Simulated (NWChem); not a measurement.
All runs are NWChem calculations. System: H₅AsSi, charge 1, spin multiplicity 2, at the geometry of a parent with another charge or spin, in a state set for the comparison that need not be this species' ground state. Its SCF solution wasn't tested for a lower state. Level: UHF/pcseg-2.

NWChem printed:

```
             Northwest Computational Chemistry Package (NWChem) 7.3.0
             --------------------------------------------------------

                                NWChem Input Module
                                -------------------

 Scaling coordinates for geometry "geometry" by  1.889725989
 (inverse scale =  0.529177249)

 Turning off AUTOSYM since
 SYMMETRY directive was detected!

                             Geometry "geometry" -> ""
                             -------------------------

 Output coordinates in angstroms (scale by  1.889725989 to convert to a.u.)

  No.       Tag          Charge          X              Y              Z
 ---- ---------------- ---------- -------------- -------------- --------------
    1 Si                  14.0000     1.55301700    -0.30788100     0.00000000
    2 As                  33.0000    -0.78264400     0.21579100     0.00000000
    3 H                    1.0000     2.17551100     0.31201700     1.22196800
    4 H                    1.0000     2.17551100     0.31201700    -1.22196800
    5 H                    1.0000     1.84522500    -1.78434000     0.00000000
    6 H                    1.0000    -1.05562200    -0.82523800     1.10322800
    7 H                    1.0000    -1.05562200    -0.82523800    -1.10322800

 Effective nuclear repulsion energy (a.u.)     162.6856416975

            Nuclear Dipole moment (a.u.)
            ----------------------------
        X                 Y               Z
 ---------------- ---------------- ----------------
    -0.0000207870    -0.0000245664     0.0000000000

      Symmetry information
      --------------------

 Group name             Cs
 Group number              2
 Group order               2
 No. of unique centers     5

      Symmetry unique atoms

     1    2    3    5    6


 Summary of "ao basis" -> "" (spherical)
 ------------------------------------------------------------------------------
       Tag                 Description            Shells   Functions and Types
 ---------------- ------------------------------  ------  ---------------------
 *                          pcseg-2                   on all atoms

 Summary of "ao basis" -> "ao basis" (spherical)
 ------------------------------------------------------------------------------
       Tag                 Description            Shells   Functions and Types
 ---------------- ------------------------------  ------  ---------------------
 Si                         pcseg-2                 12       34   5s4p2d1f
 As                         pcseg-2                 15       43   6s5p3d1f
 H                          pcseg-2                  6       14   3s2p1d

                                 NWChem SCF Module
                                 -----------------

  ao basis        = "ao basis"
  functions       =   147
  atoms           =     7
  alpha electrons =    26
  beta  electrons =    25
  charge          =   1.00
  wavefunction    = UHF
  use symmetry    = T
  symmetry adapt  = T

 Summary of "ao basis" -> "ao basis" (spherical)
 ------------------------------------------------------------------------------
       Tag                 Description            Shells   Functions and Types
 ---------------- ------------------------------  ------  ---------------------
 Si                         pcseg-2                 12       34   5s4p2d1f
 As                         pcseg-2                 15       43   6s5p3d1f
 H                          pcseg-2                  6       14   3s2p1d

      Symmetry analysis of basis
      --------------------------

        a'         90
        a"         57

 Forming initial guess at       0.2s

   Symmetry analysis of molecular orbitals - initial alpha
   -------------------------------------------------------

  Numbering of irreducible representations:

     1 a'          2 a"

  Orbital symmetries:

     1 a'          2 a'          3 a'          4 a'          5 a"
     6 a'          7 a'          8 a'          9 a'         10 a"
    11 a'         12 a'         13 a'         14 a"         15 a'
    16 a"         17 a'         18 a"         19 a'         20 a'
    21 a'         22 a"         23 a'         24 a'         25 a'
[...]
    54     -0.545917  2 As py                80     -0.275605  3 H  s
    94     -0.275605  4 H  s                 53      0.264911  2 As px
    12      0.200760  1 Si px                51     -0.166333  2 As py

                     UHF Final Beta Molecular Orbital Analysis
                     -----------------------------------------

 Vector   23  Occ=1.000000D+00  E=-6.881717D-01  Symmetry=a'
              MO Center=  1.1D+00, -7.0D-01, -9.6D-15, r^2= 3.1D+00
   Bfn.  Coefficient  Atom+Function         Bfn.  Coefficient  Atom+Function
  ----- ------------  ---------------      ----- ------------  ---------------
    13      0.271335  1 Si py               107     -0.261080  5 H  s
    50      0.202429  2 As px               106     -0.195407  5 H  s
    51      0.169028  2 As py                40      0.167191  2 As s

 Vector   24  Occ=1.000000D+00  E=-6.671974D-01  Symmetry=a"
              MO Center=  1.7D+00,  7.1D-02,  2.2D-13, r^2= 2.8D+00
   Bfn.  Coefficient  Atom+Function         Bfn.  Coefficient  Atom+Function
  ----- ------------  ---------------      ----- ------------  ---------------
    14      0.293386  1 Si pz                79      0.257937  3 H  s
    93     -0.257937  4 H  s                 78      0.182889  3 H  s
    92     -0.182889  4 H  s                  8     -0.161828  1 Si pz

 Vector   25  Occ=1.000000D+00  E=-6.472843D-01  Symmetry=a'
              MO Center=  6.0D-01, -8.0D-02, -2.4D-13, r^2= 3.6D+00
   Bfn.  Coefficient  Atom+Function         Bfn.  Coefficient  Atom+Function
  ----- ------------  ---------------      ----- ------------  ---------------
    50      0.302345  2 As px                51      0.215806  2 As py
    40      0.211339  2 As s                 12     -0.169459  1 Si px
    79     -0.155516  3 H  s                 93     -0.155516  4 H  s
    44     -0.152547  2 As px

 Vector   26  Occ=0.000000D+00  E=-2.864211D-01  Symmetry=a'
              MO Center= -4.9D-01,  2.1D-01, -1.5D-14, r^2= 3.3D+00
   Bfn.  Coefficient  Atom+Function         Bfn.  Coefficient  Atom+Function
  ----- ------------  ---------------      ----- ------------  ---------------
    40      0.325968  2 As s                 51      0.281932  2 As py
    54      0.256793  2 As py                50     -0.254549  2 As px
    12      0.206658  1 Si px                39      0.203499  2 As s
    53     -0.198887  2 As px                45     -0.166843  2 As py

 Vector   27  Occ=0.000000D+00  E=-8.668770D-02  Symmetry=a"
              MO Center= -6.7D-01,  7.8D-02, -3.3D-13, r^2= 4.6D+00
   Bfn.  Coefficient  Atom+Function         Bfn.  Coefficient  Atom+Function
  ----- ------------  ---------------      ----- ------------  ---------------
    55      1.239229  2 As pz               122     -1.034201  6 H  s
   136      1.034201  7 H  s                 52      0.288710  2 As pz
   121     -0.238743  6 H  s                135      0.238743  7 H  s
    46     -0.158869  2 As pz

 Vector   28  Occ=0.000000D+00  E=-8.501836D-02  Symmetry=a'
              MO Center= -2.6D-01, -2.2D-01,  3.6D-15, r^2= 7.0D+00
   Bfn.  Coefficient  Atom+Function         Bfn.  Coefficient  Atom+Function
  ----- ------------  ---------------      ----- ------------  ---------------
    40      1.090768  2 As s                  5      0.994524  1 Si s
   122     -0.814287  6 H  s                136     -0.814287  7 H  s
    54     -0.637314  2 As py               108     -0.470358  5 H  s
    53     -0.402500  2 As px                80     -0.328924  3 H  s
    94     -0.328924  4 H  s                 15      0.295372  1 Si px

 center of mass
 --------------
 x =  -0.19383199 y =   0.08265438 z =   0.00000000

 moments of inertia (a.u.)
 ------------------
          57.761970716959          91.920035082788           0.000000000000
          91.920035082788         474.641467995349           0.000000000000
           0.000000000000           0.000000000000         493.385617936930

  Mulliken analysis of the total density
  --------------------------------------

    Atom       Charge   Shell Charges
 -----------   ------   -------------------------------------------------------
    1 Si  14    13.13   2.00  0.47  1.52  0.74  0.42  5.92  0.52  1.35  0.02  0.01  0.15  0.01
    2 As  33    32.75   2.00  2.00  1.17  0.78  0.79  0.90  6.00  5.92  0.65  2.00  0.37  9.69  0.36  0.12  0.01
    3 H    1     1.11   0.37  0.62  0.09  0.00  0.02  0.00
    4 H    1     1.11   0.37  0.62  0.09  0.00  0.02  0.00
    5 H    1     1.09   0.37  0.61  0.09  0.00  0.02  0.00
    6 H    1     0.90   0.35  0.49  0.04  0.00  0.03  0.00
    7 H    1     0.90   0.35  0.49  0.04  0.00  0.03  0.00

  Mulliken analysis of the alpha density
  --------------------------------------

    Atom       Charge   Shell Charges
 -----------   ------   -------------------------------------------------------
    1 Si  14     6.63   1.00  0.23  0.76  0.37  0.21  2.96  0.28  0.72  0.00  0.00  0.08  0.00
    2 As  33    16.80   1.00  1.00  0.59  0.38  0.42  0.48  3.00  2.96  0.39  1.26  0.22  4.84  0.18  0.06  0.01
    3 H    1     0.56   0.19  0.31  0.04  0.00  0.01  0.00
    4 H    1     0.56   0.19  0.31  0.04  0.00  0.01  0.00
    5 H    1     0.57   0.19  0.32  0.04  0.00  0.01  0.00
    6 H    1     0.45   0.17  0.24  0.02  0.00  0.01  0.00
    7 H    1     0.45   0.17  0.24  0.02  0.00  0.01  0.00

   Mulliken analysis of the beta density
   -------------------------------------

    Atom       Charge   Shell Charges
 -----------   ------   -------------------------------------------------------
    1 Si  14     6.50   1.00  0.23  0.76  0.37  0.22  2.96  0.25  0.63  0.01  0.00  0.07  0.00
    2 As  33    15.95   1.00  1.00  0.58  0.39  0.37  0.42  3.00  2.96  0.26  0.74  0.15  4.85  0.17  0.06  0.00
    3 H    1     0.56   0.19  0.31  0.04  0.00  0.01  0.00
    4 H    1     0.56   0.19  0.31  0.04  0.00  0.01  0.00
    5 H    1     0.52   0.17  0.29  0.04  0.00  0.01  0.00
    6 H    1     0.46   0.18  0.25  0.02  0.00  0.01  0.00
    7 H    1     0.46   0.18  0.25  0.02  0.00  0.01  0.00

   Mulliken analysis of the spin density
   -------------------------------------

    Atom       Charge   Shell Charges
 -----------   ------   -------------------------------------------------------
    1 Si  14     0.12   0.00  0.00 -0.00  0.01 -0.01  0.00  0.03  0.09 -0.01  0.00  0.01  0.00
    2 As  33     0.84  -0.00  0.00  0.00 -0.01  0.06  0.05  0.00  0.01  0.13  0.52  0.08 -0.01  0.01  0.00  0.00
    3 H    1     0.00   0.00  0.00 -0.00  0.00  0.00  0.00
    4 H    1     0.00   0.00  0.00 -0.00  0.00  0.00  0.00
    5 H    1     0.05   0.02  0.03  0.00  0.00 -0.00  0.00
    6 H    1    -0.01  -0.00 -0.01 -0.00  0.00  0.00  0.00
    7 H    1    -0.01  -0.00 -0.01 -0.00  0.00  0.00  0.00

       Multipole analysis of the density wrt the origin
       ------------------------------------------------

     L   x y z        total         alpha         beta         nuclear
     -   - - -        -----         -----         ----         -------
     0   0 0 0      1.000000    -26.000000    -25.000000     52.000000

     1   1 0 0     -0.208956      0.511563     -0.720498     -0.000021
     1   0 1 0     -0.150078     -0.348007      0.197954     -0.000025
     1   0 0 1      0.000000      0.000000      0.000000      0.000000

     2   2 0 0    -16.434924   -134.907260   -128.212630    246.684967
     2   1 1 0     -1.757272     23.074128     19.663874    -44.495274
     2   1 0 1     -0.000000     -0.000000     -0.000000      0.000000
     2   0 2 0    -21.510714    -25.984325    -22.682027     27.155637
     2   0 1 1      0.000000      0.000000      0.000000      0.000000
     2   0 0 2    -22.017099    -21.189503    -20.185034     19.357438

 Task  times  cpu:       19.4s     wall:       19.4s

 Total times  cpu:       19.5s     wall:       19.5s
```

Task: Write an NWChem input that would produce this output.

Result: Several could match; the one computed here: 
```
start mol
memory heap 200 mb stack 900 mb global 1100 mb
charge 1
geometry units angstroms nocenter noautoz
  Si     1.553017    -0.307881     0.000000
  As    -0.782644     0.215791     0.000000
  H      2.175511     0.312017     1.221968
  H      2.175511     0.312017    -1.221968
  H      1.845225    -1.784340     0.000000
  H     -1.055622    -0.825238     1.103228
  H     -1.055622    -0.825238    -1.103228
  symmetry group Cs
end
basis spherical
  * library pcseg-2
end
scf
  uhf
  nopen 1
  maxiter 100
  thresh 1e-7
  semidirect memsize 60000000 filesize 0
  # guess.movecs holds the orbitals of an unrestricted PBE0 run
  vectors input guess.movecs output mol.movecs
end
task scf energy
```
